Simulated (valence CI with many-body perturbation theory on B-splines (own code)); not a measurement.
# Hyperfine factors and g values of Pm¹²⁺

Calculated by valence CI with perturbative core correlation (CI+MBPT): three valence electrons over a frozen Dirac-Fock core [Kr] 4d10, a basis of 8 s, 8 p, 9 d, 9 f, 6 g, 3 h, 2 i functions for each j, with the one-electron correlation potential Σ1, the two-electron term Σ2, the three-electron term Σ3, Breit, model QED; selected CI, second order for the rest (own B-spline code, finite nucleus).

No measured levels were compared; by estimate terms of the open shell hold to a few per cent of their energy, and close levels can change places; configurations with another count of f electrons can be misplaced by thousands of cm⁻¹. Core correlation moves these levels by up to 52000 cm⁻¹, and in measured spectra 5 to 20 % of such shifts remained as error; rates that hang on mixing are uncertain with them.

A/g_I is the dipole constant over the nuclear g factor μ/I (μ in nuclear magnetons, uniformly magnetised nucleus), B/Q the quadrupole constant per barn. Both hold the static response of the core; the bare values leave it out. Large factors of s and p1/2 electrons are usually good to 5 to 10 %; those of open d and f shells near neutrality can be off by tens of per cent, and small factors of p3/2, d and f electrons come from cancelling terms and can be off by a factor of two or in sign, in half-filled shells by more. B is blank for J = 1/2, where it vanishes, and for nearly pure S terms. Energies count from the lowest level.

Names give the largest LS component (configuration and term), which can be under half, so a name can repeat, a term be missing and a line seem to break the LS rules; names also repeat where a configuration has a term twice. Letters in brackets count levels of one name in rising energy.

```tsv
Level	E (cm⁻¹)	g	A/g_I (MHz)	A/g_I bare	B/Q (MHz/b)	B/Q bare
4f5s² ²F°_5/2	0.0	0.856	1040	1040	1430	1190
4f5s² ²F°_7/2	5148	1.142	579	730	1670	1360
4f²5s ⁴H_7/2	74811	0.670	-11300	-10500	1290	1050
4f²5s ⁴H_9/2	76740	0.969	3780	3620	1280	1020
4f²5s ⁴H_11/2	79495	1.131	7640	7300	1430	1130
4f²5s ⁴H_13/2	82633	1.230	9070	8680	1660	1310
4f²5s ⁴F_3/2	83006	0.406	-21100	-19800	-288	-231
4f²5s ⁴F_5/2	84252	1.028	6410	6070	-288	-237
4f²5s ⁴F_7/2	85909	1.226	10100	9630	-331	-278
4f²5s ⁴F_9/2	86551	1.187	9140	8750	179	136
4f²5s ²H_9/2	88216	1.032	4310	4150	919	745
4f²5s ²G_7/2	91995	0.919	-9210	-8460	224	179
4f²5s ²H_11/2	93127	1.090	-4920	-4370	1660	1330
4f²5s ²G_9/2	94158	1.131	12700	11900	283	231
4f²5s ²F_5/2	95337	0.873	1880	1760	-488	-397
4f²5s ²F_7/2	99806	1.116	-8020	-7220	-449	-371
4f²5s ²D_5/2	106300	1.261	22800	21400	-942	-763
4f²5s ²D_3/2	106750	0.858	-20200	-18700	-577	-466
4f²5s ⁴P_1/2	110110	2.659	68700	65000		
4f²5s ⁴P_3/2	111400	1.680	28200	26700	659	528
4f²5s ²I_13/2	113480	1.076	9300	8780	3250	2610
4f²5s ²I_11/2	113550	0.923	-7860	-7220	3120	2500
4f²5s ⁴P_5/2	113620	1.522	22600	21400	-1010	-808
5s²5p ²P°_1/2	115630	0.665	34700	32500		
4f²5s ²P_1/2	121450	0.679	5860	5030		
4f²5s ²P_3/2	123400	1.318	-14800	-13300	-967	-783
4f²5s ²S_1/2	157220	1.998	112000	105000		
4f5s5p ⁴G_5/2	160120	0.759	-4330	-3970	-386	-476
4f5s5p ⁴F_7/2 [a]	165630	1.145	7510	7140	-1970	-1950
5s²5p ²P°_3/2	167850	1.333	4970	4370	9710	8820
4f5s5p ⁴F_3/2	168370	0.525	-25900	-24000	-1610	-1530
4f5s5p ²F_7/2 [a]	170350	1.144	17000	16000	-2760	-2630
4f5s5p ⁴F_5/2	171330	1.034	-2650	-2230	2230	1940
4f5s5p ⁴F_9/2	174560	1.239	15300	14400	-6170	-5770
4f5s5p ²F_5/2	179700	0.923	-3810	-3420	588	412
4f5s5p ²G_7/2	183350	1.056	1040	1130	4280	3740
4f³ ⁴I°_9/2	183460	0.732	1220	1040	513	412
4f³ ⁴I°_11/2	186210	0.965	774	817	532	412
4f³ ⁴I°_13/2	189100	1.106	509	686	591	446
4f³ ⁴I°_15/2	192080	1.197	341	608	680	506
```

Problem. Take the isotope of mass number 147, with I = 7/2, μ = 2.58 μN and Q = 0.74 b. What is the hyperfine structure of 4f²5s ⁴H_7/2?

Solution. From the table A = -8300 MHz, B = 956 MHz. Shifts from the centre of gravity in MHz: F = 0: 131000, F = 1: 123000, F = 2: 106000, F = 3: 80900, F = 4: 47600, F = 5: 5960, F = 6: -43700, F = 7: -101000.
